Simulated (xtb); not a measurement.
xtb input (GFN2-xTB):

```bash
xtb mol.xyz --gfn 2 --sp --chrg 1 --uhf 0
```
mol.xyz:
```
3

Al     1.02648321     0.33286195     0.30980769
I     -0.27461804     1.66521205    -1.37820297
I      0.02283913    -1.74685743     1.30221241
```

End of the output:

```
         :::::::::::::::::::::::::::::::::::::::::::::::::::::
         ::                     SUMMARY                     ::
         :::::::::::::::::::::::::::::::::::::::::::::::::::::
         :: total energy              -8.279535579674 Eh    ::
         :: gradient norm              0.038708630396 Eh/a0 ::
         :: HOMO-LUMO gap              1.177368785660 eV    ::
         ::.................................................::
         :: SCC energy                -8.306526712217 Eh    ::
         :: -> isotropic ES            0.138049343739 Eh    ::
         :: -> anisotropic ES          0.001011131633 Eh    ::
         :: -> anisotropic XC         -0.001591407640 Eh    ::
         :: -> dispersion             -0.002659297394 Eh    ::
         :: repulsion energy           0.026991132543 Eh    ::
         :: add. restraining           0.000000000000 Eh    ::
         :: total charge               1.000000000004 e     ::
         :::::::::::::::::::::::::::::::::::::::::::::::::::::

           -------------------------------------------------
          |                Property Printout                |
           -------------------------------------------------

    * Orbital Energies and Occupations

         #    Occupation            Energy/Eh            Energy/eV
      -------------------------------------------------------------
         1        2.0000           -0.9715782             -26.4380
         2        2.0000           -0.9677463             -26.3337
         3        2.0000           -0.7413776             -20.1739
         4        2.0000           -0.6709438             -18.2573
         5        2.0000           -0.6636022             -18.0575
Note: The following floating-point exceptions are signalling: IEEE_DENORMAL
normal termination of xtb
         6        2.0000           -0.6602919             -17.9675
         7        2.0000           -0.6528220             -17.7642
         8        2.0000           -0.6488402             -17.6558 (HOMO)
         9                         -0.6055727             -16.4785 (LUMO)
        10                         -0.5025700             -13.6756
        11                         -0.4626296             -12.5888
        12                         -0.4564060             -12.4194
        13                         -0.3700633             -10.0699
        14                         -0.3599795              -9.7955
        15                         -0.3426009              -9.3226
        16                         -0.2662460              -7.2449
        17                         -0.2598168              -7.0700
        18                         -0.2257104              -6.1419
        19                         -0.2236109              -6.0848
       ...                                ...                  ...
        27                          1.0144198              27.6038
      -------------------------------------------------------------
                  HL-Gap            0.0432675 Eh            1.1774 eV
             Fermi-level           -0.6271993 Eh          -17.0670 eV

     #   Z          covCN         q      C6AA      α(0)
     1  13 Al       1.657     0.653   177.600    32.641
     2  53 I        0.834     0.173   359.228    32.719
     3  53 I        0.834     0.173   359.228    32.719

 Mol. C6AA /au·bohr⁶  :       2571.692013
 Mol. C8AA /au·bohr⁸  :     238807.482288
 Mol. α(0) /au        :         98.079522

Wiberg/Mayer (AO) data.
largest (>0.10) Wiberg bond orders for each atom

 ---------------------------------------------------------------------------
     #   Z sym  total        # sym  WBO       # sym  WBO       # sym  WBO
 ---------------------------------------------------------------------------
     1  13 Al   2.991 --     3 I    1.496     2 I    1.496
     2  53 I    1.714 --     1 Al   1.496     3 I    0.218
     3  53 I    1.714 --     1 Al   1.496     2 I    0.218
 ---------------------------------------------------------------------------

Topologies differ in total number of bonds
Writing topology from bond orders to xtbtopo.mol

molecular dipole:
                 x           y           z       tot (Debye)
 q only:        1.184       0.384       0.357
   full:        1.858       0.602       0.561       5.165
molecular quadrupole (traceless):
                xx          xy          yy          xz          yz          zz
 q only:       -0.654       0.733       1.388       1.492      -3.885      -0.735
  q+dip:        2.606       1.853      -0.832       2.058      -1.133      -1.774
   full:        4.446       1.958      -2.603       1.495       2.252      -1.842

           -------------------------------------------------
          | TOTAL ENERGY               -8.279535579674 Eh   |
          | GRADIENT NORM               0.038708630396 Eh/α |
          | HOMO-LUMO GAP               1.177368785660 eV   |
           -------------------------------------------------

------------------------------------------------------------------------
------------------------------------------------------------------------
 total:
 SCF:
```

This state (charge 1, singlet) is run at the relaxed geometry of the species with charge 0 and multiplicity 2.
